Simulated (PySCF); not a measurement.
# I²⁺: interval between two levels

I²⁺ [Kr] 4d10 5s2 5p3 [4S3/2, M_J = 3/2] → I²⁺ [Kr] 4d10 5s1 5p4 [4P5/2, M_J = 5/2], as a difference of total energies. All numbers are calculated (PySCF 2.14, the two-component X2C-1e Hamiltonian, in x2c-SVPall-2c with one added diffuse shell each of s, p type (7s9p4d, 54 functions)). Correlated levels: [Ar] 3d10 frozen; the 6 highest virtual spinors dropped. "Screened" scales the spin-orbit matrix elements by Boettger's factors to mimic the two-electron term; Breit and QED terms are absent.

```tsv
method	interval between two levels (cm⁻¹)
GHF (spin-free)	90875
GMP2 (spin-free)	89970
GHF (screened spin-orbit)	88534
GMP2 (screened spin-orbit)	87639
```

The labels give the starting determinants; with spin-orbit coupling the two ends relaxed to ⟨J²⟩ = 3.76, ⟨L²⟩ = 0.15, ⟨S²⟩ = 3.59 and ⟨J²⟩ = 8.76, ⟨L²⟩ = 2.09, ⟨S²⟩ = 3.72.
